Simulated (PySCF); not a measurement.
Scan of CF₂, singlet: symmetric bend, bond length relaxed. Scanned: F-C-F angle. Other coordinates (C-F bond length) were minimised at PBE0/def2-TZVP.

Levels: PBE/cc-pVTZ (PySCF); B3LYP/cc-pVTZ (PySCF); CCSD(T) on RHF/cc-pVTZ, 3 core orbitals frozen (PySCF).

Energies relative to the lowest point of each profile, in eV; the last columns give the difference from CCSD(T):

```csv
a / °,PBE,B3LYP,CCSD(T),PBE − CCSD(T),B3LYP − CCSD(T)
150,2.884,3.081,3.056,-0.172,0.024
140,1.899,1.994,1.975,-0.076,0.019
130,1.038,1.076,1.061,-0.022,0.016
120,0.391,0.395,0.382,0.009,0.013
110,0.018,0.009,0.001,0.017,0.008
100,0.000,0.000,0.000,0.000,0.000
90,0.453,0.490,0.503,-0.050,-0.013
80,1.539,1.651,1.683,-0.144,-0.033
```

PBE is furthest from CCSD(T) at 150 (-0.172 eV, below); its mean absolute difference over the points is 0.061 eV.

B3LYP is furthest from CCSD(T) at 80 (-0.033 eV, below); its mean absolute difference over the points is 0.016 eV.

The scan ran from 180.0 to 80.0; beyond the range shown the relaxed coordinates jump or full CI changes its symmetry label.
